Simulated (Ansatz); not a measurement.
Calculation: B3LYP-D3(BJ)/def2-TZVP run with Ansatz (a quantum-chemistry and plane-wave program). No frequencies were computed at this level.

Ansatz 0.2 input:
```yaml
crystal:
  periodic: [false, false, false]
  atoms:
    - { symbol: F, position_ang: [2.397898, -1.288407, 0.255825] }
    - { symbol: Ga, position_ang: [1.261155, 0.078924, 0.112163] }
    - { symbol: F, position_ang: [2.222577, 1.581651, 0.135328] }
    - { symbol: Si, position_ang: [-1.133954, -0.073554, -0.094734] }
    - { symbol: H, position_ang: [-1.699353, -0.327621, 1.236867] }
    - { symbol: H, position_ang: [-1.437793, -1.176889, -1.013733] }
    - { symbol: H, position_ang: [-1.61053, 1.205895, -0.631714] }
basis:
  gaussian: { orbitals: def2-tzvp }
hamiltonian:
  xc: b3lyp
  dispersion: d3bj
relax:
  max_steps: 150
```

Output:

```
Functional definition: B3LYP
1108 factors; their error is unknown
mean field evaluation 1: about -65739.7098 eV, gradient 6.2e1 eV
mean field evaluation 2: about -65714.7738 eV, gradient 1.4e2 eV
mean field evaluation 4: about -65745.2394 eV, gradient 6.3e0 eV
mean field evaluation 8: about -65745.4738 eV, gradient 1.5e-1 eV
mean field -65745.47378651 eV, -2416.1015977716 hartree, gradient 5.7e-5 eV, S^2 0.000000; 0 other end points of the search recorded, 0 dependent functions left out
reference -65745.47404636 eV, -2416.1016073208 hartree; 33, 33 occupied and 132, 132 virtual orbitals, 1108 factors
relax step   1: F+E_penalty+E_count = -65745.68137878 eV  Δ(F+E_penalty+E_count) = +0.000e0 eV  max|allowed force component| = 6.561e-1 eV/Å  Δτ_max = 0.0000 Å  (26 SCF iters, accepted)
these checks for a lower state are left out or cut short: starts, cluster_reference, orbital_swaps, neighbouring_geometries, increment
1108 factors; their error is unknown
mean field evaluation 16: about -65745.2954 eV, gradient 1.9e0 eV
mean field -65745.48926230 eV, -2416.1021664963 hartree, gradient 7.0e-6 eV, S^2 0.000000; 0 other end points of the search recorded, 0 dependent functions left out
reference -65745.48952221 eV, -2416.1021760478 hartree; 33, 33 occupied and 132, 132 virtual orbitals, 1108 factors
relax step   2: F+E_penalty+E_count = -65745.69748791 eV  Δ(F+E_penalty+E_count) = -1.611e-2 eV  max|allowed force component| = 3.530e-1 eV/Å  Δτ_max = 0.0256 Å  (30 SCF iters, accepted)
these checks for a lower state are left out or cut short: starts, cluster_reference, orbital_swaps, neighbouring_geometries, increment
1108 factors; their error is unknown
mean field -65745.49244705 eV, -2416.1022835338 hartree, gradient 7.0e-6 eV, S^2 0.000000; 0 other end points of the search recorded, 0 dependent functions left out
reference -65745.49270692 eV, -2416.1022930838 hartree; 33, 33 occupied and 132, 132 virtual orbitals, 1108 factors
relax step   3: F+E_penalty+E_count = -65745.70100776 eV  Δ(F+E_penalty+E_count) = -3.520e-3 eV  max|allowed force component| = 3.423e-2 eV/Å  Δτ_max = 0.0330 Å  (31 SCF iters, accepted)
these checks for a lower state are left out or cut short: starts, cluster_reference, orbital_swaps, neighbouring_geometries, increment
1108 factors; their error is unknown
mean field evaluation 32: about -65745.4918 eV, gradient 1.3e-1 eV
mean field -65745.49181259 eV, -2416.1022602177 hartree, gradient 6.4e-6 eV, S^2 0.000000; 0 other end points of the search recorded, 0 dependent functions left out
reference -65745.49207257 eV, -2416.1022697719 hartree; 33, 33 occupied and 132, 132 virtual orbitals, 1108 factors
relax step   4: F+E_penalty+E_count = -65745.70036325 eV  Δ(F+E_penalty+E_count) = +6.445e-4 eV  max|allowed force component| = 5.014e-2 eV/Å  Δτ_max = 0.0276 Å  (30 SCF iters, rejected (line search))
these checks for a lower state are left out or cut short: starts, cluster_reference, orbital_swaps, neighbouring_geometries, increment
1108 factors; their error is unknown
mean field -65745.49295229 eV, -2416.1023021010 hartree, gradient 5.8e-6 eV, S^2 0.000000; 0 other end points of the search recorded, 0 dependent functions left out
reference -65745.49321220 eV, -2416.1023116526 hartree; 33, 33 occupied and 132, 132 virtual orbitals, 1108 factors
relax step   5: F+E_penalty+E_count = -65745.70148961 eV  Δ(F+E_penalty+E_count) = -4.818e-4 eV  max|allowed force component| = 1.843e-3 eV/Å  Δτ_max = 0.0086 Å  (31 SCF iters, accepted)
1108 factors; their error is unknown
mean field -65745.49295229 eV, -2416.1023021010 hartree, gradient 8.1e-6 eV, S^2 0.000000; 1 other end points of the search recorded, 0 dependent functions left out
reference -65745.49321220 eV, -2416.1023116526 hartree; 33, 33 occupied and 132, 132 virtual orbitals, 1108 factors
Total energy: -65745.70174952 eV, -2416.1099752577 hartree
Atom 0 at     2.351536    -1.299603     0.264056 Å, force     0.000806     0.000108    -0.000086 eV/Å
Atom 1 at     1.275265     0.086282     0.105629 Å, force     0.001843    -0.001117     0.000378 eV/Å
Atom 2 at     2.203004     1.583060     0.142369 Å, force    -0.000880    -0.000588    -0.000365 eV/Å
Atom 3 at    -1.107903    -0.066334    -0.103702 Å, force     0.000083     0.000436     0.000068 eV/Å
Atom 4 at    -1.662338    -0.329897     1.242156 Å, force    -0.000899    -0.000504     0.000112 eV/Å
Atom 5 at    -1.430279    -1.183543    -1.016243 Å, force     0.000665     0.000446     0.000614 eV/Å
Atom 6 at    -1.629284     1.210033    -0.634262 Å, force    -0.001618     0.001219    -0.000720 eV/Å
Dipole moment:    -0.781185    -0.042500    -0.077533 e Å
```

Cost: around 30 core-seconds (rough).
